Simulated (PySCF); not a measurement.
SiOF2, SMILES O=[Si](F)F.

The structure is a stationary point at B3LYP-D3(BJ)/def2-TZVP.

The numbers are results of PBE/def2-TZVPD run with PySCF, not measurements.

Symmetry labels are those of the subgroup C2v that the program uses (full group C2v).

### Question
List the valence orbital energies around the gap with their symmetry. (An estimate is asked for; the answer gives what the named calculation found.)

### Answer

| orbital | symmetry | energy (eV) |
|---|---|---|
| HOMO−7 | B2 | -13.38 |
| HOMO−6 | B1 | -12.53 |
| HOMO−5 | A1 | -12.37 |
| HOMO−4 | A2 | -11.75 |
| HOMO−3 | B2 | -11.29 |
| HOMO−2 | A1 | -9.52 |
| HOMO−1 | B1 | -8.27 |
| HOMO | B2 | -7.81 |
| LUMO | A1 | -3.26 |
| LUMO+1 | B1 | -1.79 |
| LUMO+2 | B2 | 0.68 |
| LUMO+3 | A1 | 0.76 |
